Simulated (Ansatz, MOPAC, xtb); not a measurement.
Pair of molecules: CH4 (SMILES C) (first 5 atoms) with GeH4 (SMILES [GeH4]); geometry from B3LYP-D3(BJ)/def2-TZVP.
(charge 0, multiplicity 1):
```xyz
10

C     -0.00182     0.15339     0.24148
H     -0.92166    -0.32998     0.56777
H      0.85328    -0.44233     0.55805
H     -0.00231     0.23943    -0.84429
H      0.06361     1.14630     0.68426
Ge     0.00179    -0.15328     4.05741
H      0.95678    -1.19112     3.45077
H      0.46005     1.25806     3.66341
H      0.01078    -0.28420     5.58829
H     -1.42053    -0.39621     3.53283
```

Monomers are frozen at their geometry in the pair; levels with a basis set take the counterpoise correction.

The state that PM6 reach isn't checked.

Run with Ansatz (Gaussian orbitals); MOPAC for PM6 (differences of heats of formation); xtb for the GFN methods. Each number belongs to the level named beside it.

### Question
One of these levels gives -0.65 kcal/mol for the interaction energy. Which one is it?
(A) GFN-FF
(B) GFN2-xTB
(C) PM6
(D) HF/aug-cc-pVDZ

### Answer
A, GFN-FF. The others give -0.09 (PM6), -1.28 (GFN2-xTB), 0.60 (HF/aug-cc-pVDZ)

Ansatz is a program for electronic structure.
